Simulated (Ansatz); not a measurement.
Frontier orbitals of CH₆ClO₂ScSi, SMILES `C[O][Sc]([Cl])[O][SiH3]`.

The species carries charge 0 and has multiplicity 1. Correlated methods include outer-core shells of Sc, which these sets cover unevenly. Scalar relativity is left out up to krypton. The geometry is a stationary point of PBE0-D4/def2-TZVP. It is one conformer, not always the lowest. Basis def2-TZVPP, Ansatz 0.2.0.

| functional | HOMO (eV) | LUMO (eV) | gap (eV) |
| --- | --- | --- | --- |
| PBE | -6.82 | -3.09 | 3.73 |
| B97M-V | -7.26 | -3.01 | 4.25 |
| PBE0 | -8.29 | -2.17 | 6.12 |
| B3LYP | -8.05 | -2.55 | 5.50 |
| HSE06 (plane-wave form) | -7.89 | -2.55 | 5.34 |
| BHLYP | -9.66 | -1.45 | 8.21 |
| ωB97M-V | -10.61 | -0.61 | 10.00 |
| HF | -11.83 | 0.55 | 12.38 |

Q: What is the vertical ionisation energy at frozen-core CCSD(T)/def2-TZVPP? (Estimate.)

A: The calculation gave: 10.64 eV (T1 of the cation 0.033).

From PBE to PBE0 the HOMO moves by −1.47 eV and the LUMO by +0.92 eV, and with ωB97M-V by −3.79 and +2.49 eV, so the gap grows from 3.73 to 10.00 eV with exact exchange. −ε(HOMO) differs from that ionisation energy by −3.82 eV with PBE and −0.03 eV with ωB97M-V.

B3LYP here is the variant with VWN-RPA as its local correlation; programs differ in this.
